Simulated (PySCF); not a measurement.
Vertical excitation energies

Species: CH7NP2Si.
SMILES: `C=N[SiH](P)P`

Theory: TDDFT PBE0/def2-SVPD, vertical, gas phase, core orbitals frozen in the response in PySCF 2.14.0, density-fitted response routines. Geometry: GFN2-xTB, one conformer, isolated molecule. Torsions of this conformer, `[CH2:1]=[N:2][SiH:3]([PH2:4])[PH2:5]`: C1–N2–Si3–P4 -12°, H–P4–Si3–N2 -81°, H–P4–Si3–N2 -174°, H–P5–Si3–N2 36°, H–P5–Si3–N2 -57°.

Question: What does the calculation give for the low-lying excited states?

Answer: 

```csv
state,E (eV),ν̃ (cm⁻¹),f,"main configurations (H = HOMO, L = LUMO)"
S1,3.96,31930,0.0007,H→L (92%)
S2,5.53,44570,0.107,"H-1→L (79%), H-2→L (15%)"
S3,5.66,45660,0.038,"H-2→L (76%), H-1→L (16%)"
S4,5.82,46920,0.021,"H→L+1 (84%), H→L+3 (8%)"
S5,6.05,48790,0.0006,H→L+2 (89%)
S6,6.22,50170,0.015,"H-1→L+1 (78%), H→L+3 (11%)"
```

Triplets, Tamm–Dancoff:

```tsv
state	E (eV)	λ (nm)	main configurations (H = HOMO, L = LUMO)
T1	3.36	368.6	H→L (86%), H-2→L (10%)
T2	4.54	273.0	H-1→L (70%), H-5→L (12%)
```

The lowest singlet lies at 3.96 eV (313 nm, ultraviolet) and is very weak; its leading configuration is HOMO→LUMO (92%). The most intense listed level is S2 at 5.53 eV (224 nm, f = 0.107), 1.57 eV above S1. Löwdin shares by element: HOMO nitrogen 43%, phosphorus 20% or more, carbon 12%, silicon 10%; LUMO carbon 40%, nitrogen 32%, phosphorus 7% or more, silicon 7% (atoms not listed hold the other 15%). Of the 6 states listed, 4 reach f = 0.01 and none stays under 0.0005. Orbital energies (eV): HOMO-3 -9.04, HOMO-2 -7.91, HOMO-1 -7.49, HOMO -6.98, LUMO -1.12, LUMO+1 0.04, LUMO+2 0.14. The listed states span 2.26 eV, and the widest gap between neighbours is 1.57 eV (S1 to S2). No computed singlet lies in the visible range (380 to 750 nm); the lowest, at 313 nm, stands 0.70 eV above its violet end (3.26 eV). Singlets were solved by full linear response, triplets in the Tamm–Dancoff approximation.

Hardware: one thread of an Arm Neoverse V2, on a shared host. Cost: 16 s of wall time, 0.71 GiB resident at most.
